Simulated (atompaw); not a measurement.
# mercury (Hg) PAW (atompaw): all-electron and pseudo phase curves

* Element: Hg
* Generator: atompaw 4.2.0.5
* Type: PAW
* Functional: PBEsol
* Relativity: scalar-relativistic
* Frozen core: [Xe] 4f14
* Valence charge: 12
* Reference configuration: 5d10 6s0 6p0 (charge +2)
* Partial waves: 6s (bound, empty): rc 2.30 bohr; 6s channel at 1.85 Ry: rc 1.60 bohr; 6p (bound, empty): rc 2.30 bohr; 6p channel at -0.7 Ry: rc 2.30 bohr; 5d (bound): rc 2.30 bohr; 5d channel at 1.55 Ry: rc 1.95 bohr
* Local potential: bessel scheme, radius 2.15 bohr
* Core correction: smooth core density matched at 2.25 bohr
* Augmentation charge: besselshape compensation charge, radius 1.85 bohr; PAW radius 2.30 bohr; waves and projectors: custom polynom2 7 10 vanderbiltortho

The phase is arctan(r·u′/u) with u = r·R(r), unwrapped; energies in Ry, scanned from -4 to 5 Ry. A pole is an energy at which the radial function vanishes at the test radius. The pseudo phase is shifted by a multiple of π to meet the all-electron one at the reference energy, and phase errors are pseudo minus all-electron; the curves can meet again beyond the range given. Levels narrower than the energy grid can be missing from the lists of poles. Where the grid stepped over a known ghost or core level, its pole and its step of π were put in at the level’s energy.

**Question.** For each channel, where are the poles, and over which energies does the pseudopotential scatter like the atom?

**Answer.**

```
channel  radius (bohr)  reference energy (Ry)  poles, all-electron  poles, pseudo  unbroken range about the reference energy with phases within 0.05 rad  phase error 1 Ry above the reference energy (rad)
      s           2.31                  -1.72                 1.06    -3.78, 1.06                                                             above -3.7                                             +0.000
      p           2.31                  -1.08                 3.25    -1.89, 3.48                                                             above -1.8                                             +0.001
      d           2.31                  -2.12                -1.64          -1.64                                                        the whole range                                             +0.002
```

Note: ghost states, extra bound levels that the all-electron valence spectrum of the same l lacks: s at -51.7 eV, p at -25.6 eV. A true bound ghost makes a file unfit for plane-wave use.

Phases in the p channel:

```json
{"E (Ry)": "-4.00", "all-electron": "1.301", "pseudo": "4.433"}
{"E (Ry)": "-3.76", "all-electron": "1.286", "pseudo": "4.419"}
{"E (Ry)": "-3.52", "all-electron": "1.269", "pseudo": "4.402"}
{"E (Ry)": "-3.28", "all-electron": "1.249", "pseudo": "4.384"}
{"E (Ry)": "-3.04", "all-electron": "1.226", "pseudo": "4.361"}
{"E (Ry)": "-2.80", "all-electron": "1.199", "pseudo": "4.335"}
{"E (Ry)": "-2.56", "all-electron": "1.166", "pseudo": "4.302"}
{"E (Ry)": "-2.32", "all-electron": "1.125", "pseudo": "4.261"}
{"E (Ry)": "-2.08", "all-electron": "1.074", "pseudo": "4.207"}
{"E (Ry)": "-1.84", "all-electron": "1.006", "pseudo": "1.025"}
{"E (Ry)": "-1.60", "all-electron": "0.915", "pseudo": "0.916"}
{"E (Ry)": "-1.36", "all-electron": "0.786", "pseudo": "0.787"}
{"E (Ry)": "-1.12", "all-electron": "0.599", "pseudo": "0.599"}
{"E (Ry)": "-0.88", "all-electron": "0.327", "pseudo": "0.327"}
{"E (Ry)": "-0.64", "all-electron": "-0.034", "pseudo": "-0.034"}
{"E (Ry)": "-0.40", "all-electron": "-0.417", "pseudo": "-0.417"}
{"E (Ry)": "-0.16", "all-electron": "-0.729", "pseudo": "-0.729"}
{"E (Ry)": "0.08", "all-electron": "-0.949", "pseudo": "-0.948"}
{"E (Ry)": "0.32", "all-electron": "-1.099", "pseudo": "-1.098"}
{"E (Ry)": "0.56", "all-electron": "-1.205", "pseudo": "-1.203"}
{"E (Ry)": "0.80", "all-electron": "-1.282", "pseudo": "-1.279"}
{"E (Ry)": "1.04", "all-electron": "-1.340", "pseudo": "-1.336"}
{"E (Ry)": "1.28", "all-electron": "-1.385", "pseudo": "-1.381"}
{"E (Ry)": "1.52", "all-electron": "-1.422", "pseudo": "-1.417"}
{"E (Ry)": "1.76", "all-electron": "-1.453", "pseudo": "-1.447"}
{"E (Ry)": "2.00", "all-electron": "-1.478", "pseudo": "-1.472"}
{"E (Ry)": "2.24", "all-electron": "-1.501", "pseudo": "-1.493"}
{"E (Ry)": "2.48", "all-electron": "-1.520", "pseudo": "-1.512"}
{"E (Ry)": "2.72", "all-electron": "-1.538", "pseudo": "-1.528"}
{"E (Ry)": "2.96", "all-electron": "-1.554", "pseudo": "-1.543"}
{"E (Ry)": "3.20", "all-electron": "-1.568", "pseudo": "-1.556"}
{"E (Ry)": "3.44", "all-electron": "-1.582", "pseudo": "-1.569"}
{"E (Ry)": "3.68", "all-electron": "-1.595", "pseudo": "-1.580"}
{"E (Ry)": "3.92", "all-electron": "-1.607", "pseudo": "-1.591"}
{"E (Ry)": "4.16", "all-electron": "-1.620", "pseudo": "-1.601"}
{"E (Ry)": "4.40", "all-electron": "-1.632", "pseudo": "-1.611"}
{"E (Ry)": "4.64", "all-electron": "-1.644", "pseudo": "-1.620"}
{"E (Ry)": "4.88", "all-electron": "-1.656", "pseudo": "-1.629"}
```
